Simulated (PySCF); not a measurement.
TDDFT excited states: C4H8N4Si

Compound: C4H8N4Si.
Atom-mapped SMILES: `[CH3:1][N:2]([CH3:3])[Si:4]([NH2:5])([C:6]#[N:7])[C:8]#[N:9]` (hydrogens: H10, H11, H12 on C1; H13, H14, H15 on C3; H16, H17 on N5)

The calculation used TDDFT PBE0/def2-SVPD, vertical, gas phase, core orbitals frozen in the response in PySCF. One conformer (not necessarily the lowest) at the GFN2-xTB geometry, without solvent, vibrations or thermal averaging. Torsions of this conformer, `[CH3:1][N:2]([CH3:3])[Si:4]([NH2:5])([C:6]#[N:7])[C:8]#[N:9]`: C1–N2–Si4–N5 -98°, H–N5–Si4–N2 51°, H–N5–Si4–N2 -161°.

Task: Predict the UV-vis stick spectrum at this level.

Result: 

```
state  E (eV)  λ (nm)       f  |μ| (D)  main configurations (H = HOMO, L = LUMO)
   S1    4.96   250.1  0.0051     0.52                                 H→L (97%)
   S2    5.45   227.7   0.068     1.82                               H→L+1 (96%)
   S3    6.14   201.9  0.0057     0.49                               H-1→L (97%)
   S4    6.22   199.2  0.0083     0.59                  H→L+2 (86%), H→L+3 (11%)
   S5    6.43   192.9  0.0055     0.48                  H→L+3 (82%), H→L+2 (10%)
   S6    6.50   190.9   0.026     1.02                             H-1→L+1 (89%)
   S7    6.69   185.2   0.016     0.79                               H→L+4 (96%)
   S8    7.12   174.1  0.0010     0.19                H-3→L (58%), H-2→L+1 (17%)
```

Triplets (Tamm–Dancoff): T1 4.76 eV, H→L (98%); T2 5.01 eV, H→L+1 (97%); T3 5.78 eV, H-2→L (32%), H-1→L (13%), H-1→L+1 (12%).

The lowest singlet lies at 4.96 eV (250 nm, ultraviolet) and is weak; its leading configuration is HOMO→LUMO (97%). The most intense listed level is S2 at 5.45 eV (228 nm, f = 0.068), 0.49 eV above S1. Löwdin shares by element: HOMO nitrogen 54% or more, carbon 18% or more, silicon 6% (atoms not listed hold the other 21%); LUMO carbon 34% or more, silicon 19%, nitrogen 18% or more (atoms not listed hold the other 28%). The oscillator strengths of these states sum to 0.136; summed over the whole spectrum of an exact calculation they would give the number of electrons, 74 (Thomas–Reiche–Kuhn). Orbital energies (eV): HOMO-3 -10.29, HOMO-2 -10.11, HOMO-1 -8.69, HOMO -7.37, LUMO -1.22, LUMO+1 -0.92, LUMO+2 0.12. The listed states span 2.17 eV, and the widest gap between neighbours is 0.70 eV (S2 to S3). No computed singlet lies in the visible range (380 to 750 nm); the lowest, at 250 nm, stands 1.69 eV above its violet end (3.26 eV). Only the lowest 8 singlets were computed, as vertical energies without vibronic structure.
